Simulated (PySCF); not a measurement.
# Spinor energies of Nb⁻ (niobium, charge -1)

Start: [Kr] 4d4 5s2; 4d3/2 filled at m_j = -3/2, -1/2, +1/2, +3/2. Calculated with PySCF 2.14 in x2c-TZVPall-2c with one added diffuse shell each of s, p, d type (9s10p8d1f, 86 functions): generalised Hartree-Fock with the X2C-1e Hamiltonian and a Gaussian nucleus; one run each with spin-orbit coupling (SO) switched off, then screened by Boettger's factors.

| spinor shell | electrons | ε, spin-free (eV) | ε, screened SO (eV) | weight of nominal j (screened SO) | rms radius, screened SO (bohr) |
| --- | --- | --- | --- | --- | --- |
| 1s1/2 | 2 | -19082.9 | -19081.9 | 1.000 | 0.0415 |
| 2s1/2 | 2 | -2739.0 | -2738.7 | 1.000 | 0.171 |
| 2p1/2 | 2 | -2438.9 | -2505.0 | 1.000 | 0.149 |
| 2p3/2 | 4 | -2438.9 | -2407.7 | 1.000 | 0.154 |
| 3s1/2 | 2 | -485.06 | -484.97 | 1.000 | 0.471 |
| 3p1/2 | 2 | -384.15 | -395.31 | 1.000 | 0.471 |
| 3p3/2 | 4 | -384.15 | -378.84 | 1.000 | 0.482 |
| 3d3/2 | 4 | -219.20 | -221.10 | 0.980 | 0.471 |
| 3d5/2 | 6 | -219.20 | -217.82 | 0.987 | 0.475 |
| 4s1/2 | 2 | -68.084 | -68.051 | 1.000 | 1.24 |
| 4p1/2 | 2 | -38.865 | -42.944 | 0.671 | 1.42 |
| 4p3/2 | 4 | -38.865 | -36.836 | 0.836 | 1.40 |
| 4d3/2 | 4 | -3.719 | -3.725 | 0.522 | 2.38 |
| 5s1/2 | 2 | -0.927 | -0.924 | 0.997 | 6.32 |

```
   quantity    spin-free  screened SO
E (hartree)  -3817.01744  -3817.42631
        M_J            0            0
       ⟨J²⟩        4.403        4.261
       ⟨L²⟩        6.020        6.020
       ⟨S²⟩        6.383        6.380
```

At GHF the highest occupied level has a positive energy, so only the finite basis holds that electron. The determinant has a definite M_J but mixes levels of different J.

Each row is a mean over spinors that exchange with the open shell spreads, by up to 4.352 eV (4p3/2).

Rows whose weight is well below 1 are mixtures of j = l ± 1/2: exchange outweighs spin-orbit coupling there, and the label is only the starting occupation.

Breit and QED terms are absent; they matter most for the inner s and p1/2 levels.

Densities and radii are taken from the X2C orbitals without a picture-change correction, which distorts them close to the nucleus.

Without spin-orbit coupling the j labels of p, d and f shells carry no meaning; the spin-free column gives the mean over the occupied spinors of each nl shell, and its ⟨J²⟩ belongs to a mixture of degenerate components.
